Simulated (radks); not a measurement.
All-electron atom: Tc2+ in [Ar] 3d10 4s2 4p5 4d6 (not the ground configuration).

All-electron calculation, non-relativistic Kohn-Sham, r2SCAN, spin-polarised, spherical densities, point nucleus; open shells are filled with parallel spins first (spin-orbit coupling, left out, can overturn this in heavy ions); meta-GGA in the generalised Kohn-Sham scheme; relativity is left out, which matters for an element this heavy. Program: a radial shooting solver on a logarithmic mesh with Libxc functionals.

Energy parts (eV):
| part | energy |
|---|---|
| total | -114414.205 |
| kinetic | 114363.219 |
| electron-nucleus | -271556.839 |
| Hartree | 46205.951 |
| exchange-correlation | -3426.536 |

Orbitals (lengths in bohr, moments of r in powers of bohr; r(max) is where P^2 peaks):
orbital  occ.  eigenvalue (eV)      <r^4>   r(max)      <r>
1s up       1        -20381.57  7.179e-06  0.02345  0.03545
1s down     1        -20381.32  7.179e-06  0.02345  0.03545
2s up       1        -2885.381   0.001351   0.1308   0.1546
2s down     1        -2884.436   0.001350   0.1308   0.1546
2p up       3        -2662.669  0.0009055   0.1029   0.1325
2p down     3        -2661.835  0.0009049   0.1029   0.1325
3s up       1        -521.2429    0.06658   0.3827   0.4262
3s down     1        -520.8487    0.06638   0.3829   0.4262
3p up       3        -434.1675    0.06873   0.3702   0.4208
3p down     3        -433.5927    0.06844   0.3705   0.4208
3d up       5        -275.1382    0.06946   0.3123   0.3983
3d down     5        -274.1841    0.06879   0.3126   0.3981
4s up       1         -90.9467      2.676   0.9768    1.087
4s down     1         -85.6633      2.667   0.9707    1.084
4p up       3         -65.3169      3.921    1.034    1.179
4p down     2         -59.9603      3.985    1.029    1.178
4d up       5         -25.6024      14.14    1.234    1.539
4d down     1         -20.6908      19.00    1.241    1.615

The highest occupied level is 4d down at -20.691 eV. The electron density at the nucleus is 5.551e+04 e/bohr^3.
